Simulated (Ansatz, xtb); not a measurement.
**Relative energy of two structures of F2H3OSiSn+**

We compare I, `F[SiH2][OH+][Sn][F]`, a singlet, with II, a singlet given by its coordinates. Both are isolated ions in the gas phase, relaxed with BLYP-D3(BJ)/def2-SVP; the shapes shown needn't be the lowest conformers.

I (Å):

```xyz
8

F     1.3625    1.5668    2.9540
F    -1.7898    2.1352   -0.5316
O     0.0036    0.8500    0.6393
Si   -1.0121    0.7174   -0.7844
Sn   -0.0673    2.6182    2.1184
H    -0.1588    0.7743   -1.9936
H    -1.9256   -0.4368   -0.6221
H     0.6817    0.1813    0.8890
```

II (Å):

```xyz
8

F     0.9878    1.3815    0.8532
F    -0.9039    3.2241    1.1953
O    -1.1256    0.9922   -0.3252
Si   -0.6269    1.6463    1.1619
Sn    0.9816    0.2715   -1.4363
H    -1.0710    0.9357    2.3670
H    -2.0170    1.1389   -0.7061
H     0.8280   -1.2274   -0.4526
```

Close contacts (Å): F1–Si4 1.67, F1–Sn5 2.54, F2–Si4 1.60, O3–Si4 1.70, O3–Sn5 2.49, O3–H7 0.98, Si4–H6 1.47, Sn5–H8 1.80.

Problem. Estimate which is lower in electronic energy at CCSD(T)/def2-SVP + ΔMP2/def2-TZVPP, and by roughly how much.

Solution. The CCSD(T)/def2-SVP + ΔMP2/def2-TZVPP calculation puts structure II lower, by 0.257 eV.

Level by level:

```
                             level              geometry  E(II) − E(I) (eV)  departure from the last row (eV)  job, with rough time for the two
              BLYP-D3(BJ)/def2-SVP  BLYP-D3(BJ)/def2-SVP              −0.068                            +0.189                optimisation, 56 s
                       HF/def2-SVP  BLYP-D3(BJ)/def2-SVP              −0.311                            −0.053           part of the CCSD(T) run
                      MP2/def2-SVP  BLYP-D3(BJ)/def2-SVP              −0.193                            +0.064           part of the CCSD(T) run
                  CCSD(T)/def2-SVP  BLYP-D3(BJ)/def2-SVP              −0.233                            +0.024                      single point
CCSD(T)/def2-SVP + ΔMP2/def2-TZVPP  BLYP-D3(BJ)/def2-SVP              −0.257                                                  single point, 41 s
```

The levels shown agree on the order. The largest departure from CCSD(T)/def2-SVP + ΔMP2/def2-TZVPP is that of BLYP-D3(BJ)/def2-SVP, 0.189 eV. Levels run at GFN2-xTB geometries aren't shown. The last row adds to CCSD(T) the change of the MP2 difference between the two basis sets, here −0.024 eV.

With harmonic frequencies from BLYP-D3(BJ)/def2-SVP (ideal gas, rigid rotor, one conformer each, 298.15 K, 1 atm): on the last row, ΔE + ΔZPE = −0.299 eV. A mode under 50 cm⁻¹ makes harmonic enthalpies and free energies unreliable, so none is given.

The correlated steps freeze 12 core orbitals; the filled d shell of Sn is correlated, in a basis made for valence electrons. Atoms past krypton carry core potentials in the def2 sets and no spin–orbit term is included. Run with Ansatz 0.2.0; the last row on 2 threads of Arm Neoverse V1 on a shared host.
